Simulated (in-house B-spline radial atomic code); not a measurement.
Mn. Computed with a B-spline radial atomic code. Model: non-relativistic spherical atom: semilocal Troullier-Martins pseudo-atom, one channel per l, against all electrons, high spin, G0W0 and RPA with empty states to l = 8, local potential for every l without a channel, a model core (radius 0 = none) keeps its share of the functional.

What the tables leave out is listed at the end.

The pseudopotential gives back the lowest level of each angular momentum of its own functional in the configuration it was made in; a second state of the same l is only approximately right. Exact exchange, RPA and GW see the smooth pseudo-orbitals and miss the exchange with the core, for which the functional's share stands in. The column with an uncorrelated core keeps all orbitals and exact exchange, and so separates missing core correlation from pseudisation. Only the three outermost levels and the lowest empty one were computed. RPA here is direct RPA, with no exchange kernel, and its energies carry an (l + 1/2)⁻⁴ tail. A hybrid on a potential with a model core restores only its own semilocal share of the core's exchange.

Command:
```bash
python run_psgw.py task.json out
```
Settings (lengths in bohr, energies in hartree):
```
Z                      25
electrons              25
configuration          [Ar] 3d5 4s2
generated_in           [Ar] 3d5 4s2
functional             pbe,pbe
core_shells            4
radius_factor          1.3
core_correction        True
ion_configuration      [Ar] 3d5 4s1
```

Time taken, with all properties: 27 s on 1 thread of Intel(R) Xeon(R) 6975P-C (Granite Rapids), on a shared host.

Given: made with PBE; model core radius 0.443 bohr; local radius 1.327 bohr; mean-field start PBE.

Valence shells of the generating configuration: 3p, 3d, 4s.

Channel: s 3.279, p 0.983, d 2.96 (radii in bohr).

Computed: largest level miss in the spin-unpolarised generating configuration 0 eV; valence RPA correlation energy all-electron orbitals -0.78167 hartree; valence RPA correlation energy pseudo -0.83781 hartree; pseudo-atom RPA polarisability 55.871 bohr³; ionisation by mean-field pseudo minus all -0.208 eV; ionisation by RPA all-electron 7.779 eV; ionisation by RPA pseudo minus all 0.035 eV.

| level | occupied | mean-field all-electron (eV) | mean-field pseudo minus all (eV) | G0W0 all-electron (eV) | G0W0 uncorrelated core minus all (eV) | G0W0 pseudo minus all (eV) | exchange self-energy all-electron (eV) | exchange self-energy pseudo (eV) |
| --- | --- | --- | --- | --- | --- | --- | --- | --- |
| 4s down | 1 | -4.4174 | 0.122 | -7.3192 | -0.017 | -0.115 | -8.5717 | -8.2315 |

(1) What is the all-electron RPA polarisability, core included?

(2) What is the ionisation by mean-field all-electron?

Given: mean-field start PBE0.

Computed: valence RPA correlation energy all-electron orbitals -0.72843 hartree; valence RPA correlation energy pseudo -0.79057 hartree; all-electron RPA polarisability, core included 47.858 bohr³; pseudo-atom RPA polarisability 46.273 bohr³; ionisation by mean-field all-electron 7.024 eV; ionisation by RPA all-electron 7.4966 eV.

```
  level  occupied  mean-field all-electron (eV)  mean-field pseudo minus all (eV)  G0W0 all-electron (eV)  G0W0 uncorrelated core minus all (eV)  G0W0 pseudo minus all (eV)  exchange self-energy all-electron (eV)  exchange self-energy pseudo (eV)
4s down         1                       -5.0621                             0.126                  -7.373                                 -0.017                      -0.087                                 -8.4204                           -8.2713
  4s up         1                       -6.0612                            -0.529                  -8.432                                 -0.026                      -1.225                                 -10.587                           -13.224
```

(3) What is the ionisation by mean-field pseudo minus all?

(4) What is the ionisation by RPA pseudo minus all?

## Answers

(1) 54.219 bohr³.

(2) 7.1607 eV.

(3) -0.162 eV.

(4) -0.029 eV.

Among the listed levels the largest G0W0 shift of the pseudo-atom is -1.23 eV, for 4s up on the PBE0 start, while leaving the core uncorrelated moves that level by -0.03 eV. So pseudisation and the lost core exchange, not the missing core correlation, make the error. Not in the tables (levels of low weight, unsolved or above zero; the highest and the empty levels are kept at any weight): on PBE the G0W0 levels 4s up (pseudo minus all -0.71 eV, weights 0.48 and 0.65), 3d up (pseudo minus all +0.95 eV, weights 0.43 and 0.07), 3d down (pseudo minus all +0.47 eV, weights 0.39 and 0.47); on PBE0 the G0W0 levels 3d up (pseudo minus all +1.00 eV, weights 0.65 and 0.54), 3d down (pseudo minus all +0.24 eV, weights 0.67 and 0.75); no Hartree-Fock pseudo-atom is run with a model core.
